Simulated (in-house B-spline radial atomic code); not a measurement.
Lu3+: [Xe] 4f14 (an excited or competing configuration)

Computed with an all-electron radial atomic-structure program (B-spline basis): Dirac-Hartree-Fock, average of configuration, Fermi nucleus of rms radius 5.37 fm.

Z_r = [3n² - l(l+1)]/(2<r>); Z_e = n√(-2ε); the last column is Slater's effective charge. Values are occupation-weighted means over j. An effective charge above Z reflects the relativistic contraction of the inner shells.

```csv
shell,electrons,ε (eV),<r> (bohr),Z_r,Z_e,Slater
1s,2,-63736,0.01932,77.64,68.44,70.70
2s,2,-11001,0.08118,73.91,56.87,66.85
2p,6,-9730.7,0.07253,68.93,53.49,66.85
3s,2,-2571.1,0.2116,63.80,41.24,59.75
3p,6,-2178.1,0.2111,59.21,37.96,59.75
3d,10,-1679,0.1925,54.55,33.33,49.85
4s,2,-562.22,0.4786,50.15,25.71,43.25
4p,6,-429.85,0.5072,45.35,22.48,43.25
4d,10,-248.17,0.5496,38.21,17.08,31.85
5s,2,-99.648,1.188,31.57,13.53,13.35
5p,6,-65.179,1.38,26.45,10.94,13.35
4f,14,-48.681,0.6979,25.79,7.57,20.45
```

The least bound orbital is 4f7/2 at -47.93 eV, while the most diffuse is 5p3/2 (<r> = 1.413 bohr against 0.7035 bohr): energy order and size order differ.

Spin-orbit splittings of the orbital energies (j = l + 1/2 above j = l - 1/2 when positive): 2p 1120 eV, 3p 242.9 eV, 3d 52.5 eV, 4p 55.74 eV, 4d 10.41 eV, 5p 7.452 eV, 4f 1.743 eV.

For the 1s electron the small component carries 7.11 % of the norm, the zero-frequency Breit interaction raises the level by 212.1 eV, self-energy by 130.8 eV, and vacuum polarisation lowers it by 23.65 eV.
